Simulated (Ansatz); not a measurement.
Start from `[OH][Ga]([OH])[Cl]` and change one element to get `[OH][In]([OH])[Cl]`.

Ansatz, PBE0-D4/def2-TZVP geometries, multiplicity 1. Each molecule was computed in one conformer, which needn't be the lowest.

Elements past krypton have def2 core potentials. Scalar relativity is left out up to krypton.

| property | `[OH][Ga]([OH])[Cl]` |
| --- | --- |
| HOMO energy (B3LYP/def2-TZVPP) / eV | -8.96 |
| HOMO–LUMO gap (ωB97M-V/def2-TZVPP) / eV | 12.21 |
| HOMO–LUMO gap (PBE/def2-TZVPP) / eV | 5.36 |
| LUMO energy (PBE/def2-TZVPP) / eV | -2.16 |
| HOMO–LUMO gap (B3LYP/def2-TZVPP) / eV | 7.38 |
| HOMO energy (PBE/def2-TZVPP) / eV | -7.52 |

**Question.** Give the same properties after the change, and the shifts. (Best estimate.)

**Answer.** Computed: 
```tsv
property	`[OH][In]([OH])[Cl]`	shift
HOMO energy (B3LYP/def2-TZVPP) / eV	-8.68	0.28
HOMO–LUMO gap (ωB97M-V/def2-TZVPP) / eV	10.99	-1.22
HOMO–LUMO gap (PBE/def2-TZVPP) / eV	4.13	-1.23
LUMO energy (PBE/def2-TZVPP) / eV	-3.13	-0.97
HOMO–LUMO gap (B3LYP/def2-TZVPP) / eV	6.10	-1.28
HOMO energy (PBE/def2-TZVPP) / eV	-7.26	0.26
```

With PBE0 the HOMO rises by 0.29 eV and the LUMO falls by 1.02 eV, so the gap narrows by about 1.31 eV. PBE moves the HOMO by 0.26 eV and ωB97M-V by 0.27 eV.

B3LYP here is the variant with VWN-RPA as its local correlation; programs differ in this.
